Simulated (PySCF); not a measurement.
C₅H₉F₃.
Numbering: `[CH3:1][CH2:2][C@H:3]([CH3:4])[C:5]([F:6])([F:7])[F:8]` (hydrogens: H9, H10, H11 on C1; H12, H13 on C2; H14 on C3; H15, H16, H17 on C4)

The same species was optimised twice, with GFN2-xTB and with PBE0-D3(BJ)/def2-SVP (PySCF), and the same property calculations (PySCF, gas phase) were run on both structures.

```tsv
coordinate	GFN2-xTB	PBE0-D3(BJ)/def2-SVP	change
C3–C5 (Å)	1.522	1.516	-0.006
C5–F6 (Å)	1.344	1.338	-0.006
C5–F7 (Å)	1.344	1.339	-0.005
C3–C4 (Å)	1.527	1.524	-0.003
C2–C3 (Å)	1.534	1.531	-0.003
C1–C2 (Å)	1.523	1.520	-0.003
C5–F8 (Å)	1.342	1.340	-0.002
C1–C2–C3 (°)	112.6	114.0	+1.4
C4–C3–C5 (°)	108.9	110.2	+1.3
C2–C3–C5 (°)	109.0	110.2	+1.2
F6–C5–F7 (°)	105.9	107.0	+1.1
C3–C5–F8 (°)	112.8	111.9	-0.9
F7–C5–F8 (°)	106.3	107.2	+0.9
C3–C5–F6 (°)	112.4	111.6	-0.8
F6–C5–F8 (°)	106.3	107.1	+0.8
C1–C2–C3–C4 (°)	-67	-65	+2
C2–C3–C5–F6 (°)	-178	-177	+1
```

Rotational constants: A = 3130, B = 1413, C = 1220 MHz (GFN2-xTB) against A = 3117, B = 1414, C = 1219 MHz (PBE0-D3(BJ)/def2-SVP). Point groups within 0.08 Å: C1 and C1.

On the GFN2-xTB structure: lowest singlet, TDDFT (eV) 9.11 [PBE0/def2-SVPD]; lowest triplet, Tamm–Dancoff (eV) 8.89 [PBE0/def2-SVPD]; isotropic polarisability (au) 63.4 [PBE0/def2-SVPD]; HOMO (eV) -9.70 [PBE0/def2-SVPD]; LUMO (eV) 0.61 [PBE0/def2-SVPD]; dipole (D) 2.61 [PBE0/def2-SVPD]; HOMO (eV) -9.69 [PBE0/pcSseg-1]; LUMO (eV) 1.33 [PBE0/pcSseg-1]; dipole (D) 2.50 [PBE0/pcSseg-1]; GIAO shielding of C1 (ppm) 173.5 [PBE0/pcSseg-1]; GIAO shielding of C2 (ppm) 160.8 [PBE0/pcSseg-1]; GIAO shielding of C3 (ppm) 141.9 [PBE0/pcSseg-1]; GIAO shielding of C4 (ppm) 173.6 [PBE0/pcSseg-1]; GIAO shielding of C5 (ppm) 49.3 [PBE0/pcSseg-1]; GIAO shielding of F6/F7/F8 (mean) (ppm) 265.6 [PBE0/pcSseg-1].

**Question.** What do these properties become on the PBE0-D3(BJ)/def2-SVP structure?

**Answer.** 
```tsv
property	level	on GFN2-xTB	on PBE0-D3(BJ)/def2-SVP	change
lowest singlet, TDDFT (eV)	PBE0/def2-SVPD	9.11	9.01	-0.10
lowest triplet, Tamm–Dancoff (eV)	PBE0/def2-SVPD	8.89	8.77	-0.12
isotropic polarisability (au)	PBE0/def2-SVPD	63.4	64.1	+0.7
HOMO (eV)	PBE0/def2-SVPD	-9.70	-9.62	+0.08
LUMO (eV)	PBE0/def2-SVPD	0.61	0.60	-0.01
dipole (D)	PBE0/def2-SVPD	2.61	2.48	-0.13
energy, GFN2-xTB geometry as zero (kcal/mol)	PBE0/def2-SVPD	0.0	-0.7	-0.7
HOMO (eV)	PBE0/pcSseg-1	-9.69	-9.61	+0.08
LUMO (eV)	PBE0/pcSseg-1	1.33	1.32	-0.01
dipole (D)	PBE0/pcSseg-1	2.50	2.36	-0.14
energy, GFN2-xTB geometry as zero (kcal/mol)	PBE0/pcSseg-1	0.0	-0.5	-0.5
GIAO shielding of C1 (ppm)	PBE0/pcSseg-1	173.5	171.6	-1.9
GIAO shielding of C2 (ppm)	PBE0/pcSseg-1	160.8	160.7	-0.1
GIAO shielding of C3 (ppm)	PBE0/pcSseg-1	141.9	142.2	+0.3
GIAO shielding of C4 (ppm)	PBE0/pcSseg-1	173.6	172.4	-1.2
GIAO shielding of C5 (ppm)	PBE0/pcSseg-1	49.3	51.0	+1.7
GIAO shielding of F6/F7/F8 (mean) (ppm)	PBE0/pcSseg-1	265.6	269.2	+3.6
```

The heavy atoms differ by 0.014 Å rms after alignment. Among bonds between heavy atoms C3–C5, C5–F6 and C5–F7 change most and about equally (-0.006 to -0.005 Å). Changes are differences of the printed values. Neither structure is proved a minimum here.

Conformer computed: `[CH3:1][CH2:2][C@H:3]([CH3:4])[C:5]([F:6])([F:7])[F:8]`: C1–C2–C3–C4 -65°, C2–C3–C5–F6 -177°.
